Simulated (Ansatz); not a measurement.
System: sum formula H2BO3 (charge -1, singlet). 
Geometry from a B3LYP-D3(BJ)/def2-TZVP (Ansatz, a quantum-chemistry and plane-wave program) optimisation:
```xyz
6

O      1.3990    -0.4980     0.0337
B      0.1959    -0.0697     0.0047
O     -0.9813    -0.9252    -0.1575
O     -0.1822     1.3393     0.1295
H     -1.7832    -0.4679     0.1096
H     -1.0804     1.4871    -0.1785
```
Charge -1, spin multiplicity 1.

Total electronic energies in hartree. Correlated levels leave the core frozen unless marked. No spin-orbit coupling. No relativistic terms. CBS marks a two-point X^-3 extrapolation of the correlation energy; Hartree-Fock from the larger set. [CCSD(T)-MP2]/basis is that difference in the basis named.

```json
[
 {"level": "RI-HF/aug-cc-pVTZ", "program": "Ansatz", "energy (Eh)": "-250.68671"},
 {"level": "RI-HF/cc-pVTZ", "program": "Ansatz", "energy (Eh)": "-250.67575"},
 {"level": "BLYP-D4/def2-TZVPD", "program": "Ansatz + dftd4", "energy (Eh)": "[?]"},
 {"level": "B97M-V/def2-TZVPD", "program": "Ansatz", "energy (Eh)": "-251.94784"},
 {"level": "PBE0/6-31G*", "program": "Ansatz", "energy (Eh)": "-251.57764"},
 {"level": "PBE0/def2-QZVPP", "program": "Ansatz", "energy (Eh)": "-251.74480"},
 {"level": "HSE06-D3(BJ)/def2-TZVPD", "program": "Ansatz + dftd3", "energy (Eh)": "-251.72161"},
 {"level": "B2GP-PLYP-D3(BJ)/def2-TZVPD", "program": "Ansatz + dftd3", "energy (Eh)": "-251.80222"},
 {"level": "RPA@PBE/cc-pVQZ", "program": "Ansatz", "energy (Eh)": "[?]"},
 {"level": "RI-MP2/aug-cc-pVTZ", "program": "Ansatz", "energy (Eh)": "-251.54330"},
 {"level": "SCS-MP2/6-31G", "program": "Ansatz", "energy (Eh)": "-250.87527"},
 {"level": "SCS-MP2/6-31G*", "program": "Ansatz", "energy (Eh)": "-251.15076"},
 {"level": "CCSD/6-31G*", "program": "Ansatz", "energy (Eh)": "-251.18705"},
 {"level": "CCSD(T)/6-31G*", "program": "Ansatz", "energy (Eh)": "-251.20096"},
 {"level": "RI-MP2/CBS(aug-cc-pVTZ,aug-cc-pVQZ)+[CCSD(T)-MP2]/aug-cc-pVTZ", "program": "Ansatz", "energy (Eh)": "-251.6913"}
]
```

Problem. Complete the blanks.

Solution. 
- BLYP-D4/def2-TZVPD, energy (Eh): -251.98056
- RPA@PBE/cc-pVQZ, energy (Eh): -252.02770
